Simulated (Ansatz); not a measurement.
Consider the ligand exchange at the Al–F bond: `F[CH2][AlH][F]` + CH₃SH → `C[S][AlH][CH2]F` + H–F.

Gas-phase electronic energies from Ansatz, PBE0-D4/def2-TZVP geometries. CCSD(T)/CBS adds triple-zeta CCSD(T) − MP2 to the extrapolated MP2 energy (def2 sets, frozen cores). This one scheme is used for every species. Functionals use def2-TZVPP. Each species was taken in one conformer, which may not be the lowest.

```json
{"level": "ωB97X-V", "ΔE (kJ/mol)": "75.6"}
{"level": "PBE", "ΔE (kJ/mol)": "68.0"}
{"level": "PBE0", "ΔE (kJ/mol)": "67.7"}
{"level": "CCSD/CBS(def2)", "ΔE (kJ/mol)": "73.8"}
```

(1) What does CCSD(T)/CBS give? (An estimate is asked.)

Largest T1 diagnostic among the species: 0.012.

Results:

(1) The calculation gave: +69.1 kJ/mol. The listed levels differ from it by 6.5, -1.1, -1.4, 4.7 kJ/mol.

In def2-TZVPP, CCSD(T) changes the Hartree–Fock value by −19.3 kJ/mol (the triples alone add −4.6 kJ/mol) and MP2 by −21.0 kJ/mol. The D4 term adds −9.7 kJ/mol with B3LYP and −5.6 kJ/mol with PBE0; it sums over pairs of atoms, weighted by their polarisabilities, and B3LYP, whose exchange is more repulsive, gets the larger term.

B3LYP here is the variant with VWN-RPA as its local correlation; programs differ in this.
